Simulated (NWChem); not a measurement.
System: bicarbonate (CHO$_{3}$ anion); SMILES O=C([O-])O

All runs: NWChem. Sets without diffuse functions describe the anion's extra electron poorly. Level B3LYP/def2-SVP: optimisations from one semi-empirical or force-field start; each run changes one setting, and all end within 0.3 mHa of each other. One conformer.

```csv
setting,optimisation steps
"redundant internal coordinates, default thresholds",4
tight thresholds,8
Cartesian coordinates,5
trust radius 0.05,4
```
